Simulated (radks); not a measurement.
Results of a calculation; reference values are marked as such.
Mean orbital radii <r> (bohr) of the lanthanum ion La+, [Xe] 5d2, at several levels of relativity; Dirac values are averaged over j with weights 2j + 1. Spin-unpolarised spherical Kohn-Sham, PBE, point nucleus unless stated (finite: rms radius 4.855 fm), a radial shooting solver on a logarithmic mesh with Libxc functionals. A level marked "c x" has the speed of light scaled by that factor and shares open shells by 2j + 1; other Dirac levels either fill j = l - 1/2 first or share by 2j + 1.

shell  non-rel.  Dirac, 2j+1 shares  Dirac, c x 1.25  Dirac, c x 3  change of magnitude, last against first (%)
1s      0.02665             0.02507          0.02565       0.02648                                        -0.63
2s       0.1142              0.1070           0.1096        0.1134                                        -0.68
2p      0.09711             0.09397          0.09512       0.09677                                        -0.35
3s       0.2998              0.2848           0.2903        0.2982                                        -0.53
3p       0.2897              0.2827           0.2853        0.2890                                        -0.26
3d       0.2605              0.2600           0.2602        0.2604                                        -0.03
4s       0.6840              0.6542           0.6652        0.6808                                        -0.47
4p       0.7057              0.6926           0.6973        0.7043                                        -0.20
4d       0.7635              0.7678           0.7661        0.7639                                        +0.05
5s        1.633               1.564            1.590         1.626                                        -0.45
5p        1.839               1.814            1.823         1.836                                        -0.14
5d        2.814               2.897            2.866         2.822                                        +0.31
